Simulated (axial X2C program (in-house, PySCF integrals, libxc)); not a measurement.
Correcting the dissociation energy of GeBr⁺ for spin–orbit coupling

A spin-free CCSD(T) curve (one-electron X2C) was computed with an in-house all-electron X2C program for linear molecules (integrals from PySCF), basis Br dyall-cv3z [8s9p6d4f1g], Ge dyall-cv3z [9s9p7d4f1g] (cores contracted in-house), for the state M_S = 0, Λ = 0 (closed shell). It gives D0 = 4.076 eV to Br + Ge+, which in a spin-free picture are the weighted means of the ground terms.

Correlated methods: 10 electrons correlated (number of frozen shells: Br 3 s, 2 p, 1 d; Ge 3 s, 2 p, 1 d), 250 virtual spin orbitals or spinors in MP2, 90 natural virtuals in coupled cluster.

Measured levels of the ground terms (NIST Handbook of Basic Atomic Spectroscopic Data), in cm⁻¹: Br 2P: J = 3/2 at 0, J = 1/2 at 3685.2; Ge+ 2P: J = 1/2 at 0, J = 3/2 at 1767.4.

The molecular state has Λ = 0, so it has no first-order lowering.

Q: How far does each ground level lie under the (2J+1)-weighted mean of its term?

A: Br: (4 × 0 + 2 × 3685.2)/6 = 1228 cm⁻¹; Ge+: (2 × 0 + 4 × 1767.4)/6 = 1178 cm⁻¹.

Q: Correct D0.

A: D0 = 4.076 + (0 − 2406)/8065.5 = 3.778 eV at CCSD(T) with these spin–orbit terms. The direct two-component run gives 3.816 eV; the difference holds second-order terms in the molecule, scalar two-electron terms, the gap between measured and computed atomic splittings (a 2c atom can miss part of its lowering) and, in coupled cluster, the truncation of each run.

Second-order spin–orbit effects in the molecule, which grow quickly with Z, are left out. One determinant describes the state; a PBE0 search over occupations chose it and may have missed a lower one. De is counted from the lowest determinant-based energies of the atoms at the same level, without counterpoise correction. CCSD and (T) use frozen natural virtuals with an MP2 correction for the truncation; (T) itself is uncorrected, so its De runs slightly low. With the outer-core shells frozen, correlated bond lengths of heavy atoms tend to come out a few hundredths of an ångström too long.
